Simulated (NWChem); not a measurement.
System: C₂H₇FSi; SMILES C[C@@H](F)[SiH3]

NWChem input:

```
start job
memory heap 200 mb stack 900 mb global 1100 mb
geometry units angstroms noautosym nocenter noautoz
  C      1.155476    -1.288266     0.129736
  C     -0.034786    -0.503007    -0.396954
  F     -1.221561    -1.029327     0.153190
  Si    -0.016402     1.367939     0.037420
  H      1.250018    -1.183952     1.229643
  H      1.042333    -2.366664    -0.105025
  H      2.096841    -0.930841    -0.335118
  H     -0.102789    -0.621393    -1.504267
  H     -1.264945     2.018162    -0.486750
  H      0.042529     1.520434     1.532089
  H      1.187981     2.031358    -0.578977
end
basis spherical
  * library def2-svp
end
dft
  xc b3lyp
  iterations 150
end
cosmo
  do_cosmo_smd true
  solvent water
end
task dft energy
```

Structure relaxed at the PBE-D3(BJ)/def2-SVP level. Solvent: water.

Level: B3LYP/def2-SVP with SMD (1 M gas to 1 M solution), gas-phase geometry. Reactions with the solvent are ignored.

Task: Give the results of this calculation. (B3LYP/def2-SVP, SMD on the gas-phase geometry.) Quantities: solvation free energy (kcal/mol); cavity-dispersion-structure term (kcal/mol); dipole in solution (D).

Result: 
```yaml
solvation free energy (kcal/mol): 1.0
cavity-dispersion-structure term (kcal/mol): 3.7
dipole in solution (D): 2.19
```
